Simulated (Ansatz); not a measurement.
`O[Si](O)(O)CCCCc1c(F)c(F)c(F)c(F)c1F`. The state is a singlet with charge 0. Geometry r2SCAN-D4/def2-SVP, basis def2-TZVP, Ansatz.

```csv
run,HOMO (eV),LUMO (eV)
A,-7.01,-1.13
B,-7.41,-0.76
C,-8.51,0.17
D,-6.41,-1.41
E,-6.16,-1.55
```

HSE06 is defined as in plane-wave codes, on full-range PBE exchange. Single mean-field runs in def2-TZVP are fitted with def2-universal-jkfit.

**Question.** The runs used BHLYP, HSE06, PBE, PBE0, r2SCAN. Estimate which is which.

**Answer.** A HSE06 (range-separated); B PBE0 (25 % exact exchange); C BHLYP (50 % exact exchange); D r2SCAN (0 % exact exchange); E PBE (0 % exact exchange). Exact exchange lowers occupied and raises empty levels; among semilocal functionals meta-GGAs tend to open the gap a little, and such runs are hard to tell apart. The gap grows from 4.62 eV (PBE) to 8.69 eV (BHLYP).
